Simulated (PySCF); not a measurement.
**A survey of 29Si NMR shifts**

All values are calculated (PySCF): σ from GIAO-PBE0/pcSseg-1, geometry: GFN2-xTB. Isolated molecule, single conformer, non-relativistic, one averaged value for each set of equivalent atoms.

Shieldings were converted by a linear fit to measured shifts: 29Si: δ = 279.94 − 0.822σ (rms 8.9 ppm, 72 shifts, 25.8 ppm with the 6 outliers that the fit left out vs TMS, solution or neat liquid). Occasional misses reach two or three times the rms, and more in compound classes unlike the fitted ones.

**Question.** Give the 29Si shifts of `CC(=S)S[Si@@H](Cl)C[SiH3]`, `CCO[SiH2]C/C([SiH3])=C/F`.

**Answer.** 
```
                                                       compound                         environment  δ (ppm)
      [CH3:1][C:2](=[S:3])[S:4][Si@@H:5]([Cl:6])[CH2:7][SiH3:8]  Si5: silicon bonded to C, Cl, S, H     -5.1
      [CH3:1][C:2](=[S:3])[S:4][Si@@H:5]([Cl:6])[CH2:7][SiH3:8]       Si8: silicon bonded to C, 3 H    -70.7
[CH3:1][CH2:2][O:3][SiH2:4][CH2:5]/[C:6]([SiH3:7])=[CH:8]/[F:9]    Si4: silicon bonded to C, O, 2 H    -32.2
[CH3:1][CH2:2][O:3][SiH2:4][CH2:5]/[C:6]([SiH3:7])=[CH:8]/[F:9]       Si7: silicon bonded to C, 3 H    -71.6
```

**Question.** Order these by 29Si shift, lowest first.
A. CN[Si@@H]1OCC[C@H](OC)O1
B. N#C[SiH2]C(F)(F)CF
C. CO[C@@H](C)[Si@@H](Cl)C(Cl)(Cl)Cl
D. C=CCc1ccc([SiH2]C)o1

**Answer.** B (-69.0 ppm, silicon bonded to 2 C, 2 H), D (-55.7 ppm, silicon bonded to 2 C, 2 H), A (-46.7 ppm, silicon bonded to N, 2 O, H, in a 6-membered ring), C (-9.3 ppm, silicon bonded to 2 C, Cl, H).
